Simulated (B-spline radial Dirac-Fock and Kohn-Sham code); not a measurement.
## What relativity does to the binding energies of Ir⁷²⁺

System: the Ir⁷²⁺ ion in the configuration [He] 2s2 2p1.

Both columns are ΔSCF binding energies of the configuration average from an atomic code on a B-spline grid: non-relativistic Hartree-Fock with a point nucleus, and Dirac-Fock with a finite nucleus and the Coulomb interaction alone, averaged over the two j levels with weights 2j+1.

| shell | Hartree-Fock (eV) | Dirac-Fock (eV) | shift (eV) | shift (%) |
| --- | --- | --- | --- | --- |
| 1s | 78063.6 | 85274.9 | +7211.26 | +9.24 |
| 2s | 18730.0 | 20909.8 | +2179.73 | +11.64 |
| 2p | 18592.0 | 19499.0 | +906.97 | +4.88 |

Relativity binds 1s, 2s, 2p more strongly, among those listed most of all 2s in relative terms.

Values without a named source are computed, but for edge energies of neutral atoms, which are taken from tables.
